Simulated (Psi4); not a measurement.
sulfur tetrafluoride (F4S), singlet, at a GFN2-xTB geometry.

The Psi4 input:
```
memory 2 GB

molecule mol {
0 1
F    -0.233516    1.370498   -0.188413
S    -0.235038   -0.190883    0.227889
F    -1.194950   -0.513298   -1.127024
F     0.795612    0.188980    1.514217
F     1.050699   -0.706832   -0.603916
}

set {
  basis sto-3g
  reference rks
  scf_type pk
  puream true
  d_convergence 1e-8
  dft_radial_points 99
  dft_spherical_points 590
}

energy('pbe0')
print_variables()
```

### Question
Give the dipole moment at the level PBE0/STO-3G run with Psi4.

### Answer
0.31 D

### Question
Estimate the nuclear repulsion energy that PBE0/STO-3G returns for this input.

### Answer
288.4899 Eh

### Question
What total energy does PBE0/STO-3G give?

### Answer
-786.660299 Ha
